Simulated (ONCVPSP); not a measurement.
**Reading a pseudo-wave (copper)**

Columns: radius, all-electron u(r) and pseudo u(r) of the 3d shell (level -5.01 eV) of copper in the configuration [Ne] 3s2 3p6 3d10 4s1; BLYP, scalar-relativistic, ONCV scheme, ONCVPSP 4.0.1.

```json
{"r (bohr)": "0.100", "all-electron": "0.1034", "pseudo": "0.0062"}
{"r (bohr)": "0.200", "all-electron": "0.3854", "pseudo": "0.0472"}
{"r (bohr)": "0.300", "all-electron": "0.6607", "pseudo": "0.1459"}
{"r (bohr)": "0.400", "all-electron": "0.8478", "pseudo": "0.3060"}
{"r (bohr)": "0.500", "all-electron": "0.9441", "pseudo": "0.5097"}
{"r (bohr)": "0.600", "all-electron": "0.9709", "pseudo": "0.7240"}
{"r (bohr)": "0.700", "all-electron": "0.9530", "pseudo": "0.9107"}
{"r (bohr)": "0.800", "all-electron": "0.9102", "pseudo": "1.0391"}
{"r (bohr)": "0.900", "all-electron": "0.8555", "pseudo": "1.0927"}
{"r (bohr)": "1.000", "all-electron": "0.7965", "pseudo": "1.0729"}
{"r (bohr)": "1.100", "all-electron": "0.7376", "pseudo": "0.9952"}
{"r (bohr)": "1.200", "all-electron": "0.6810", "pseudo": "0.8836"}
{"r (bohr)": "1.300", "all-electron": "0.6279", "pseudo": "0.7633"}
{"r (bohr)": "1.400", "all-electron": "0.5787", "pseudo": "0.6544"}
{"r (bohr)": "1.500", "all-electron": "0.5334", "pseudo": "0.5675"}
{"r (bohr)": "1.600", "all-electron": "0.4919", "pseudo": "0.5034"}
{"r (bohr)": "1.700", "all-electron": "0.4540", "pseudo": "0.4565"}
{"r (bohr)": "1.800", "all-electron": "0.4193", "pseudo": "0.4195"}
{"r (bohr)": "1.900", "all-electron": "0.3876", "pseudo": "0.3876"}
{"r (bohr)": "2.000", "all-electron": "0.3587", "pseudo": "0.3586"}
{"r (bohr)": "2.100", "all-electron": "0.3322", "pseudo": "0.3321"}
{"r (bohr)": "2.200", "all-electron": "0.3079", "pseudo": "0.3079"}
{"r (bohr)": "2.300", "all-electron": "0.2856", "pseudo": "0.2856"}
{"r (bohr)": "2.400", "all-electron": "0.2652", "pseudo": "0.2652"}
{"r (bohr)": "2.500", "all-electron": "0.2464", "pseudo": "0.2464"}
{"r (bohr)": "2.600", "all-electron": "0.2291", "pseudo": "0.2291"}
```

Task: How many radial nodes do the two functions have?

Result: The all-electron 3d function has n − l − 1 = 0; the pseudo-wave has 0.

Task: At about which radius was the pseudo-wave matched?

Result: 2.00 bohr. The columns agree to 0.0005 from 1.80 bohr on; several derivatives are matched, so the curves merge somewhat inside the radius.

Task: Is the pseudo-wave norm-conserving?

Result: Yes: the ONCV scheme keeps the norm inside the radius equal to the all-electron one, which fixes the energy derivative of the logarithmic derivative at the level.
